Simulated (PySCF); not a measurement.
A calculated (B2PLYP, PySCF 2.14, x2c-TZVPPall, the spin-free X2C one-electron Hamiltonian (Gaussian nucleus)) atom or ion has these occupied shells.

```tsv
shell	electrons	orbital energy (eV)	rms radius, mean of both spins (bohr)
1s α	1	-22084.8	0.0384
1s β	1	-22084.7	0.0384
2s α	1	-3221.8	0.158
2s β	1	-3221.0	0.158
2p α	3	-2883.7	0.140
2p β	3	-2883.0	0.140
3s α	1	-588.60	0.429
3s β	1	-588.16	0.429
3p α	3	-475.79	0.433
3p β	3	-475.28	0.433
3d α	5	-294.01	0.419
3d β	5	-292.97	0.419
4s α	1	-91.297	1.08
4s β	1	-86.796	1.08
4p α	3	-58.760	1.21
4p β	3	-53.240	1.21
4d α	5	-12.183	1.73
4d β	1	-9.207	1.73
5s α	1	-6.676	3.56
5s β	1	-5.713	3.56
```

Task: Name the element and its charge.

Result: Ru (ruthenium, neutral), in [Kr] 4d6 5s2, high-spin 5D determinant (an excited configuration).
